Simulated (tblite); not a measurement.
Compound: C₆H₃ClO.
Atom-mapped SMILES: `[CH:1]#[C:2][c:3]1[cH:4][cH:5][o:6][c:7]1[Cl:8]` (hydrogens: H9 on C1; H10 on C4; H11 on C5)

The geometry is computed with GFN2-xTB (gas phase).

Task: What internal coordinates does the optimisation give?

Result: 
| bond | length (Å) |
| --- | --- |
| C1≡C2 | 1.200 |
| C2–C3 | 1.405 |
| C3–C4 | 1.428 |
| C4–C5 | 1.356 |
| C5–O6 | 1.350 |
| O6–C7 | 1.343 |
| C7–Cl8 | 1.699 |
| C3–C7 | 1.373 |
| C1–H9 | 1.049 |
| C4–H10 | 1.070 |
| C5–H11 | 1.071 |

A selection of angles:
| angle | degrees |
| --- | --- |
| C1–C2–C3 | 179.0 |
| C2–C3–C4 | 127.5 |
| C2–C3–C7 | 127.6 |
| C4–C3–C7 | 104.9 |
| C3–C4–C5 | 106.2 |
| C4–C5–O6 | 111.0 |
| C5–O6–C7 | 106.7 |
| O6–C7–Cl8 | 118.2 |
| C3–C7–O6 | 111.2 |
| C3–C7–Cl8 | 130.7 |

The 8 heavy atoms lie in one plane (0.001 Å rms). The 5-membered ring C3–C4–C5–O6–C7 has internal angles of 104.9° to 111.2°; it is planar, 0.00 Å rms from its mean plane, widest ring torsion 0°. The 5 C–C bonds span 1.200 Å (C1≡C2, drawn triple) to 1.428 Å (C3–C4, aromatic), a spread of 0.228 Å.

Point group: Cs (tolerance 0.08 Å). Its GFN2-xTB frequencies are all real (lowest 103 cm⁻¹).
